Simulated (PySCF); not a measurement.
# MMg for M along group 13

CCSD(T) with double-zeta basis sets in PySCF, for the lowest determinant that a PBE0 search found; no spin–orbit coupling. De refers to high-spin ground-configuration atoms.

| M | basis | reference, frozen orbitals | state (unpaired electrons) | Re (Å) | ωe (cm⁻¹) | De (eV) |
| --- | --- | --- | --- | --- | --- | --- |
| Al | aug-cc-pVDZ/aug-cc-pV(D+d)Z | UHF, 6 | doublet (π ↑) | 2.943 | 183 | 0.28 |
| In | x2c-SVPall | ROHF, 19 | doublet (π ↑) | 3.075 | 134 | 0.29 |
| Tl | def2-SVP | ROHF, 5 | doublet (π ↑) | 3.116 | 121 | 0.26 |

The shortest bond is that of MgAl (2.943 Å), the longest that of MgTl (3.116 Å).

The rows differ in basis set, which adds steps of its own.

Down a group the atoms grow and get heavier, so bonds lengthen and wavenumbers fall; this series shows no clear exception.

Correlated steps freeze the inner cores (5 to 19 orbitals); shallow outer-core shells are correlated. UHF and ROHF references stand side by side, which adds small steps between rows. Weak bonds: MgAl, MgIn, MgTl. Basis-set superposition, not corrected here, can be much of De in a small basis, most of all at correlated wavefunction levels. These are scalar-relativistic numbers at best; spin–orbit coupling would shift them, the dissociation energy most. States were picked by a PBE0 search and need not be the measured ground states.
